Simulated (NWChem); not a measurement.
NbCl4, doublet; SMILES [Cl][Nb]([Cl])([Cl])[Cl]

All runs: NWChem. Spin-unrestricted. Medium grid unless said otherwise, to which SCAN and Minnesota functionals are sensitive. The geometry was optimised at PBE0/def2-SVP, spin-unrestricted. No frequency run checked for a minimum. This spin state was assumed; another may lie lower. No stability test was run on the SCF state. def2 effective core potentials on Nb; no spin-orbit coupling. Total energies of different functionals are on different scales.

```tsv
level	energy (Ha)	highest occupied level (eV)	lowest empty minus highest occupied level, either spin (eV)	<S²>
B3LYP/def2-SVP	-1897.5110	-6.00	2.16	0.753
BHandHLYP/def2-SVP	-1897.3285	-8.01	5.17	0.754
M06-2X/def2-SVP	-1897.2780	-7.89	5.15	0.754
MN15-L/def2-SVP	-1896.9429	(withheld)	(withheld)	(withheld)
B97-2/def2-SVP	-1897.6326	-6.12	2.20	0.753
```

What belongs in the gaps?


- MN15-L/def2-SVP, highest occupied level (eV): -5.11
- MN15-L/def2-SVP, lowest empty minus highest occupied level, either spin (eV): 0.51
- MN15-L/def2-SVP, <S²>: 0.760
